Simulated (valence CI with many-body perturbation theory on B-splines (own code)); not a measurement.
## Sc I: electric-dipole lines

Method: valence CI with perturbative core correlation (CI+MBPT): three valence electrons over a frozen Dirac-Fock core [Ar], a basis of 9 s, 9 p, 10 d, 8 f, 5 g, 3 h, 1 i functions for each j, with the one-electron correlation potential Σ1, the two-electron term Σ2, the three-electron term Σ3, Breit, model QED; selected CI, second order for the rest (own B-spline code, finite nucleus).

Set against measurement, 36 paired levels are off by 392 cm⁻¹ on average, the worst by 1105. These come from a selection out of the NIST Handbook of Basic Atomic Spectroscopic Data. Levels without a partner in it may be off by more, other configurations by 1,000 to 4,000 cm⁻¹.

Lines 1 to 50 of 188 in falling wavelength, among levels below 4.138 eV, chosen from the strongest by gf and those to the six lowest levels. Wavelengths and rates use the calculated energies, so an error of 400 cm⁻¹ moves a line at 960.7 nm by 3.8 % and its rate by three times that or more. Electric multipoles are in the length gauge, E1 and E2 with the static RPA response of the core. Weak lines are less certain than strong ones. Lines between different terms over intervals too small for the method are left out, as are lines whose strength nearly cancels and 39 of this kind that miss the measured wavelength by over 7 %. Where a level lies close to another of its J and parity, the split of strength between their lines is uncertain. The highest levels of a list are the least certain.

Names give the largest LS component (configuration and term), which can be under half, so a name can repeat, a term be missing and a line seem to break the LS rules; names also repeat where a configuration has a term twice. Letters in brackets count levels of one name in rising energy.

```
λ vac (nm)  λ from measured levels               Upper               Lower   A (s⁻¹)  log gf  Branch %
      2449                          3d4s4p ²P°_3/2 [c]        3d²4s ²S_1/2  7.51e+04   -1.57       0.0
      2416                                3d²4s ²P_3/2  3d4s4p ²D°_5/2 [a]  4.30e+04   -1.82      66.4
      2291                          3d4s4p ²F°_7/2 [a]        3d²4s ⁴P_5/2  2.45e+04   -1.81       1.9
      2244                          3d4s4p ²F°_5/2 [a]        3d²4s ²D_3/2  9.14e+04   -1.38       5.4
      2205                          3d4s4p ²F°_7/2 [a]        3d²4s ²D_5/2  9.32e+04   -1.26       7.3
      2188                          3d4s4p ²D°_3/2 [b]        3d²4s ²P_1/2  5.94e+04   -1.77       0.0
      2148                          3d4s4p ²P°_3/2 [b]        3d²4s ²P_3/2  8.32e+04   -1.64       0.2
      2136                          3d4s4p ²D°_5/2 [b]        3d²4s ²P_3/2  7.54e+04   -1.51       0.0
      1723                          3d4s4p ²F°_5/2 [b]        3d²4s ²G_7/2  1.70e+05   -1.34       0.1
      1683                          3d4s4p ²F°_7/2 [b]        3d²4s ²G_9/2  1.58e+05   -1.27       0.1
      1281                                3d²4s ²S_1/2  3d4s4p ²P°_3/2 [a]  6.37e+05   -1.50      63.1
      1259                                3d²4s ²S_1/2  3d4s4p ²P°_1/2 [a]  3.21e+05   -1.82      31.8
      1235                          3d4s4p ²P°_3/2 [b]        3d²4s ⁴P_5/2  1.89e+05   -1.76       0.4
      1214                          3d4s4p ²P°_1/2 [b]        3d²4s ²D_3/2  8.75e+05   -1.41       1.7
      1209                          3d4s4p ²P°_3/2 [b]        3d²4s ²D_5/2  6.98e+05   -1.21       1.4
     960.7                    1006  3d4s4p ²D°_3/2 [b]        3d²4s ²F_5/2  9.19e+05   -1.29       0.5
     957.8                    1003  3d4s4p ²D°_5/2 [b]        3d²4s ²F_7/2  8.98e+05   -1.13       0.5
     899.6                   938.2  3d4s4p ²F°_5/2 [b]        3d²4s ²F_5/2  2.19e+06   -0.80       1.3
     898.1                   936.1  3d4s4p ²F°_7/2 [b]        3d²4s ²F_7/2  2.21e+06   -0.67       1.4
     794.0                               3d²4p ²G°_7/2        3d²4s ²G_7/2  3.81e+06   -0.54       8.1
     787.7                               3d²4p ²G°_9/2        3d²4s ²G_9/2  4.01e+06   -0.43       8.5
     774.0                               3d²4p ²D°_3/2        3d²4s ²P_3/2  9.48e+05   -1.47       0.7
     771.6                               3d²4p ²D°_3/2        3d²4s ²P_1/2  5.08e+06   -0.74       3.6
     768.4                               3d²4p ²D°_5/2        3d²4s ²P_3/2  6.28e+06   -0.48       4.5
     764.5                               3d²4p ²F°_5/2        3d²4s ²G_7/2  1.40e+06   -1.13       0.9
     757.3                               3d²4p ²F°_7/2        3d²4s ²G_9/2  1.46e+06   -1.00       0.9
     723.6                   751.4  3d4s4p ²D°_3/2 [b]        3d²4s ⁴F_5/2  5.76e+03   -3.74       0.0
     721.5                   749.3  3d4s4p ²D°_3/2 [b]        3d²4s ⁴F_3/2  1.48e+03   -4.34       0.0
     718.6                   746.0  3d4s4p ²D°_5/2 [b]        3d²4s ⁴F_7/2  5.85e+03   -3.57       0.0
     717.2                   763.4  3d4s4p ²P°_3/2 [b]        3d²4s ⁴F_5/2  6.91e+02   -4.67       0.0
     715.9                   743.1  3d4s4p ²D°_5/2 [b]        3d²4s ⁴F_5/2  1.95e+02   -5.05       0.0
     715.7                   761.2  3d4s4p ²P°_1/2 [b]        3d²4s ⁴F_3/2  1.44e+03   -4.66       0.0
     715.2                   761.2  3d4s4p ²P°_3/2 [b]        3d²4s ⁴F_3/2  1.24e+02   -5.42       0.0
     713.9                   741.1  3d4s4p ²D°_5/2 [b]        3d²4s ⁴F_3/2  6.19e+01   -5.55       0.0
     690.8                   715.6  3d4s4p ²F°_5/2 [b]        3d²4s ⁴F_7/2  7.98e+00   -6.47       0.0
     688.3                   712.9  3d4s4p ²F°_5/2 [b]        3d²4s ⁴F_5/2  8.21e+03   -3.46       0.0
     687.6                   711.9  3d4s4p ²F°_7/2 [b]        3d²4s ⁴F_9/2  1.26e+03   -4.15       0.0
     686.5                   711.0  3d4s4p ²F°_5/2 [b]        3d²4s ⁴F_3/2  9.88e+03   -3.38       0.0
     684.4                   708.5  3d4s4p ²F°_7/2 [b]        3d²4s ⁴F_7/2  7.80e+03   -3.36       0.0
     682.0                   705.9  3d4s4p ²F°_7/2 [b]        3d²4s ⁴F_5/2  3.28e+03   -3.74       0.0
     651.9                   645.0      3d4s4p ⁴F°_3/2        3d4s² ²D_5/2  1.84e+04   -3.33       5.2
     648.3                   641.5      3d4s4p ⁴F°_5/2        3d4s² ²D_5/2  1.89e+05   -2.15      51.7
     644.8                   638.1      3d4s4p ⁴F°_3/2        3d4s² ²D_3/2  1.95e+05   -2.31      54.4
     643.0                   636.4      3d4s4p ⁴F°_7/2        3d4s² ²D_5/2  1.25e+03   -4.21       0.7
     641.3                   634.7      3d4s4p ⁴F°_5/2        3d4s² ²D_3/2  2.52e+04   -3.03       6.9
     639.0                   630.8      3d4s4p ⁴D°_3/2        3d4s² ²D_5/2  8.00e+04   -2.71       6.6
     638.9                   630.7  3d4s4p ²D°_5/2 [a]        3d4s² ²D_5/2  1.76e+06   -1.19      87.1
     636.7                                  3d³ ⁴F_7/2      3d4s4p ⁴D°_7/2  6.31e+05   -1.51       7.5
     636.0                   627.8  3d4s4p ²D°_3/2 [a]        3d4s² ²D_5/2  1.29e+05   -2.50       7.0
     635.7                                  3d³ ⁴F_5/2      3d4s4p ⁴D°_5/2  5.09e+05   -1.73       6.0
```

**Question.** How does gf follow from A for the line at 641.3 nm?

**Answer.** gf = 1.4992 × (2J+1)_upper × A / σ², with σ = 15594 cm⁻¹ and 2J+1 = 6: gf = 0.000931.
